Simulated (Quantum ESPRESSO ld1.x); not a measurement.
The numbers below are computed, except where a source is named.
Problem. Species: the palladium ion Pd26+. Configuration: [Ar] 3d2 (the NIST ground configuration). Level of theory: scalar-relativistic Kohn-Sham, relativistic LDA (MacDonald-Vosko exchange, VWN5 correlation), spin-unpolarised, spherical densities, point nucleus (ld1.x of Quantum ESPRESSO 7.5). Some entries of the table are withheld. Estimate them.

orbital  occ.  eigenvalue (Ry)  r(max) (bohr)  <r^2> (bohr^2)
1s          2              (1)        0.02074        0.001381
2s          2         -341.607         0.1169         0.02235
2p          6         -315.769        0.09331         0.01752
3s          2         -117.404            (2)             (3)
3p          6         -109.005         0.3154          0.1352
3d          2              (4)         0.2554          0.1097

Solution. 
(1) 1s eigenvalue (Ry): -1850.97
(2) 3s r(max) (bohr): 0.3262
(3) 3s <r^2> (bohr^2): 0.1397
(4) 3d eigenvalue (Ry): -97.1983
